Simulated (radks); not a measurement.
Task: The table gives one normalised radial function P(r) = r R(r) of Eu4+ in [Kr] 4d10 4f5.5 5s1.5 5p6 (r in bohr). Calculated with a radial shooting solver on a logarithmic mesh with Libxc functionals: scalar-relativistic Kohn-Sham, LDA (Slater exchange, Perdew-Wang correlation), spin-unpolarised, spherical densities, finite nucleus; Fermi nuclear charge, rms radius 5.1115 fm.

r	P
0.004052	0.0004
0.006342	0.0013
0.009847	0.0043
0.01541	0.0140
0.02393	0.0427
0.03745	0.1214
0.05816	0.2952
0.09102	0.5843
0.1413	0.7918
0.2212	0.4431
0.3435	-0.5997
0.5376	-1.3686
0.8347	-1.0007
1.307	-0.3002
2.029	-0.0323
3.175	-0.0007
4.93	0.0000
7.717	0.0000

Which n and l does it have? It may be an empty orbital.

Result: n = 4, l = 2: the number of nodes gives n - l - 1 = 1, the rise at small r (about r^(l+1), flatter next to the nucleus through relativity) gives l, and the extent must fit the shell. The curve is that of 4d. 4d: eigenvalue -185.04 eV, 1 radial node at r = 0.273 bohr, <r> = 0.649 bohr, 90 % of the charge inside 0.975 bohr.
